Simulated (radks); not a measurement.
The numbers below are computed, except where a source is named.
Sb5+, configuration [Kr] 4d10. Code: a radial shooting solver on a logarithmic mesh with Libxc functionals. Model: scalar-relativistic Kohn-Sham, PBEsol, spin-polarised, spherical densities, finite nucleus; Fermi nuclear charge, rms radius 4.6802 fm.

Normalised radial functions P(r) = r R(r), r in bohr:

| r | 3d | 4s | 4d |
|---|---|---|---|
| 0.003914 | 0.0003 | 0.1759 | 0.0001 |
| 0.005138 | 0.0006 | 0.2110 | 0.0002 |
| 0.006798 | 0.0013 | 0.2479 | 0.0005 |
| 0.008923 | 0.0028 | 0.2799 | 0.0011 |
| 0.01181 | 0.0060 | 0.3005 | 0.0024 |
| 0.0155 | 0.0125 | 0.2970 | 0.0050 |
| 0.0205 | 0.0262 | 0.2537 | 0.0105 |
| 0.02691 | 0.0527 | 0.1582 | 0.0212 |
| 0.03561 | 0.1051 | -0.0022 | 0.0421 |
| 0.04712 | 0.2012 | -0.2097 | 0.0803 |
| 0.06185 | 0.3601 | -0.4033 | 0.1430 |
| 0.08183 | 0.6149 | -0.4956 | 0.2417 |
| 0.1074 | 0.9560 | -0.3744 | 0.3686 |
| 0.1421 | 1.3617 | 0.0042 | 0.5046 |
| 0.1865 | 1.7033 | 0.4810 | 0.5816 |
| 0.2468 | 1.8449 | 0.7504 | 0.5134 |
| 0.324 | 1.6694 | 0.4905 | 0.2355 |
| 0.4286 | 1.2053 | -0.2805 | -0.2431 |
| 0.5626 | 0.6743 | -1.0511 | -0.7403 |
| 0.7444 | 0.2651 | -1.3213 | -1.0567 |
| 0.9771 | 0.0714 | -1.0082 | -1.0468 |
| 1.293 | 0.0110 | -0.4952 | -0.7777 |
| 1.711 | 0.0009 | -0.1523 | -0.4303 |
| 2.245 | 0.0000 | -0.0284 | -0.1738 |
| 2.971 | 0.0000 | -0.0025 | -0.0440 |
| 3.9 | 0.0000 | -0.0001 | -0.0065 |
| 5.16 | 0.0000 | 0.0000 | -0.0004 |

3d: eigenvalue -573.34 eV, 0 radial nodes, <r> = 0.305 bohr, 90 % of the charge inside 0.481 bohr. 4s: eigenvalue -205.56 eV, 3 radial nodes at r = 0.0355, 0.142, 0.392 bohr, <r> = 0.789 bohr, 90 % of the charge inside 1.14 bohr. 4d: eigenvalue -89.635 eV, 1 radial node at r = 0.376 bohr, <r> = 1.00 bohr, 90 % of the charge inside 1.53 bohr.
